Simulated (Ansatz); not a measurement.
Reaction (redistribution): `F[B](F)[SnH3]` + `[OH][GeH2][F]` → `FB(F)F` + `[OH][GeH2][SnH3]`

Program: Ansatz. Geometries: PBE0-D4/def2-TZVP. ΔE: electronic, gas phase. CBS: MP2 limit from def2 TZ/QZ plus the TZ coupled-cluster correction, frozen cores. This one scheme is used for every species. DFT in def2-TZVPP. Elements past krypton have def2 core potentials. For Ge, Sn outer-core shells are correlated without core-valence functions, which leaves a few kJ/mol of doubt a bond. Scalar relativity is left out up to krypton. Each species was taken in one conformer, which may not be the lowest.

```csv
level,ΔE (kJ/mol)
PBE,-111.5
CCSD/def2-TZVPP,-114.7
```

Question: What does CCSD(T)/CBS give? (Best estimate.)

Answer: Computed: -116.0 kJ/mol. The listed levels differ from it by 4.5, 1.3 kJ/mol.

Largest T1 diagnostic among the species: 0.014.

From PBE to PBE0 (25 % exact exchange), in def2-TZVPP and without D4, ΔE moves by −6.4 kJ/mol. In def2-TZVPP, CCSD(T) changes the Hartree–Fock value by +5.5 kJ/mol (the triples alone add +1.7 kJ/mol) and MP2 by +3.7 kJ/mol.
